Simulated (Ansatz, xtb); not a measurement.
**C3H7FSeSi: 3 structures ranked**

3 gas-phase structures of C3H7FSeSi, from a drawn sample of its isomers (lower ones may exist). Each was relaxed with GFN2-xTB; where two conformers were screened, the lower at r2SCAN-D4/def2-SVP is listed:

A. `C=C(CF)[SiH2][SeH]`, a singlet
B. `C=C[C@H](F)[Se][SiH3]`, a singlet
C. `F[SiH2][Se]C1CC1`, a singlet

Make a reasoned guess at their ranking by r2SCAN-D4/def2-SVP single-point energy.

Calculated order at r2SCAN-D4/def2-SVP: C (0.0), A (32.7), B (41.1) kcal/mol.

Energies above the lowest of each column, in kcal/mol; the last columns are at B3LYP/def2-SVP geometries:

| structure | GFN2-xTB | HF/STO-3G | r2SCAN-D4/def2-SVP | B3LYP/def2-SVP | CCSD(T)/def2-SVP + ΔMP2/def2-TZVPP |
| --- | --- | --- | --- | --- | --- |
| C | 0.0 | 0.0 | 0.0 | 0.0 | 0.0 |
| A | 44.4 | 17.5 | 32.7 | 29.2 | 34.9 |
| B | 44.5 | 23.5 | 41.1 | 38.0 | 44.7 |

Every level run on C puts it lowest or level with the lowest. Flexible structures stand in one conformer each, not always the lowest. The ΔMP2 step shifts differences by up to 4.6 kcal/mol, which makes them less sure. ΔMP2 is the change of the MP2 energy from the smaller to the larger basis.

Programs: Ansatz 0.2.0, xtb 6.7.1.
